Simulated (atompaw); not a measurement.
Cutoff test, osmium, PAW (atompaw)

osmium (Os), PAW, made with atompaw 4.2.0.5 (LDA (PW92), scalar-relativistic). Core [Kr] 4d10 4f14, reference 5s2 5p6 5d6 6s2 6p0. Waves: 5s (bound): rc 1.45 bohr; 6s (bound): rc 1.80 bohr; 5p (bound): rc 1.55 bohr; 6p (bound, empty): rc 2.05 bohr; 5d (bound): rc 2.05 bohr; 5d channel at -0.1 Ry: rc 2.05 bohr. Local part: bessel scheme, radius 2.05 bohr. Core correction: smooth core density matched at 1.75 bohr. Augmentation charge: sinc compensation charge, radius 1.95 bohr; PAW radius 2.05 bohr; waves and projectors: custom polynom2 7 10 vanderbiltortho.

The pseudo-atom Hamiltonian at the reference potential is diagonalised in spherical Bessel functions j_l(qr) that vanish at 20 bohr, with q² up to the cutoff. All-electron valence levels (Ry): 5s -6.7499, 6s -0.4688, 5p -3.7524, 6p -0.1024, 5d -0.4749.

Task: How do the lowest levels (Ry) of each channel move with the cutoff, and are there ghosts?

Result:

| cutoff (Ry) | s #1 | s #2 | s #3 | p #1 | p #2 | d #1 | f #1 | Σ f·Δε (mRy) |
| --- | --- | --- | --- | --- | --- | --- | --- | --- |
| 8 | -6.3025 | -0.4107 | 0.0122 | -2.4214 | -0.0608 | -0.1655 | 0.1137 | 10854.0 |
| 21 | -6.7493 | -0.4688 | 0.0077 | -3.7470 | -0.1023 | -0.4742 | 0.1137 | 38.1 |
| 40 | -6.7497 | -0.4688 | 0.0077 | -3.7518 | -0.1023 | -0.4748 | 0.1137 | 5.0 |
| 70 | -6.7498 | -0.4688 | 0.0077 | -3.7520 | -0.1024 | -0.4749 | 0.1137 | 2.9 |
| 110 | -6.7499 | -0.4688 | 0.0077 | -3.7521 | -0.1024 | -0.4749 | 0.1137 | 2.1 |
| 200 | -6.7499 | -0.4688 | 0.0077 | -3.7524 | -0.1024 | -0.4749 | 0.1137 | 0.4 |
| 400 | -6.7499 | -0.4688 | 0.0077 | -3.7524 | -0.1024 | -0.4749 | 0.1137 | 0.0 |

Result: no extra level below or beside the all-electron valence levels (s, p, d, f tested); 10 mRy is reached at 25 Ry and 1 mRy at 160 Ry.
